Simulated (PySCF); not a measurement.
Stepwise substitution at one centre (Ge SH-H). Gas-phase values, no solvent. One relaxed conformer stands for each flexible species; it need not be the lowest. Strings in code marks are SMILES.

The S1–T1 gap (TDA) from two functionals at the same geometries (r2SCAN-D4/def2-TZVP), both in PySCF: PBE-D3(BJ)/def2-TZVP and r2SCAN-D4/def2-TZVP. Excitations are Tamm–Dancoff values on a coarser integration grid. The basis has no diffuse functions, so Rydberg states are missing or too high.

| species | PBE-D3(BJ)/def2-TZVP (eV) | r2SCAN-D4/def2-TZVP (eV) |
|---|---|---|
| 0 of 4 SH replaced by H (`[SH][Ge]([SH])([SH])[SH]`) | 0.34 | 0.41 |
| 1 of 4 SH replaced by H (`[SH][GeH]([SH])[SH]`) | 0.35 | 0.44 |
| 2 of 4 SH replaced by H (`[SH][GeH2][SH]` (H–S–Ge–S torsion -145°, S–Ge–S–H torsion 59°)) | 0.43 | 0.54 |
| 3 of 4 SH replaced by H (`[SH][GeH3]`) | 0.49 | 0.61 |

Over these rows, drawn at random from the members with no instability flagged (it was tested for open shells, ions and some series alone), PBE minus r2SCAN-D4: mean -0.10 eV, from -0.12 eV to -0.08 eV.
